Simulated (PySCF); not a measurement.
Gas-phase reaction: 4 SbH3 + C6H6 ⇌ 2 Sb(CH3)3 + Sb2

Energies from PySCF (xtb for GFN2), thermal terms from the rigid-rotor harmonic-oscillator model, ideal gas at 1 bar. † marks an energy on the PBE0/def2-TZVP geometry and frequencies; other levels use their own. All species are closed-shell singlets. B3LYP is the form with VWN-RPA correlation. Sb: scalar-relativistic def2 core potential, no spin-orbit coupling. The harmonic model lacks anharmonicity and excited electronic states, which grow with temperature; levels with a mode under 35 cm⁻¹ are left out. Soft modes under 120 cm⁻¹ make the harmonic entropy rough for Sb(CH3)3.

```
level               ΔE electronic, kJ  ΔH°(298 K), kJ  ΔS°(298 K), J/K  ΔG°(1000 K), kJ
------------------  -----------------  --------------  ---------------  ---------------
B3LYP/def2-TZVP†                 -355            -249             -228              -30
GFN2-xTB                         -353            -222             -217               -9
PBE/def2-TZVP†                   -385            -278             -228              -60
PBE0/def2-TZVP                   -390            -284             -228              -65
r2SCAN/def2-TZVP†                -392            -286             -228              -67
ωB97X-V/def2-TZVP†               -370            -263             -228              -44
```
ΔH° is lowest at r2SCAN/def2-TZVP† and highest at GFN2-xTB. No reference value is set beside these.
